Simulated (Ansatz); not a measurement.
GeH2 (SMILES [GeH2]): the energy, rung by rung

The species is GeH2 (3 atoms), meant as a singlet with charge 0. As SMILES, `[GeH2]`. Geometry: relaxed at PBE0-D4/def2-TZVP.

| atom | x (Å) | y (Å) | z (Å) |
| --- | --- | --- | --- |
| Ge | -0.5701 | 0.4051 | -0.2637 |
| H | 0.7830 | 0.7436 | 0.5090 |
| H | -0.2129 | -1.1487 | -0.2453 |

Quantity: the energy change with the Ge1–H3 bond stretched from 1.594 to 2.392 Å, in eV. The values are calculated.

```csv
level,kind,program,value (eV),less FCI/STO-3G
HF/STO-3G (restricted),Hartree–Fock,Ansatz,3.90,+1.26
SVWN5/STO-3G (restricted),LDA,Ansatz,3.08,+0.44
revPBE/STO-3G (restricted),GGA,Ansatz,2.90,+0.26
B3LYP/STO-3G (restricted),global hybrid,Ansatz,3.15,+0.51
r2SCAN0/STO-3G (restricted),hybrid meta-GGA,Ansatz,3.34,+0.70
CCSD/STO-3G (restricted),coupled cluster or CI,Ansatz,2.65,+0.01
CCSDT(Q)/STO-3G (restricted),coupled cluster or CI,Ansatz,2.64,0.00
CCSDT/STO-3G (restricted),coupled cluster or CI,Ansatz,2.64,0.00
FCI/STO-3G,exact in the basis,Ansatz,2.64,0.00
```

FCI/STO-3G is exact within its basis and frozen core, so for wave-function methods in that basis the difference is their error; functionals converge differently with the basis, so for them it is only a difference. A spin-restricted reference rises too steeply as a bond breaks; here HF/STO-3G, SVWN5/STO-3G, B3LYP/STO-3G, r2SCAN0/STO-3G lie well above the multireference or unrestricted value. All-electron rows without a relativistic Hamiltonian named are non-relativistic. The first shape isn't each level's own minimum. The values span 2.64 to 3.90 eV. All rows use very small basis sets, so none should be taken for the real molecule's value. In the correlated wave-function rows the outer d shell of Ge is correlated, in sets not made for it.
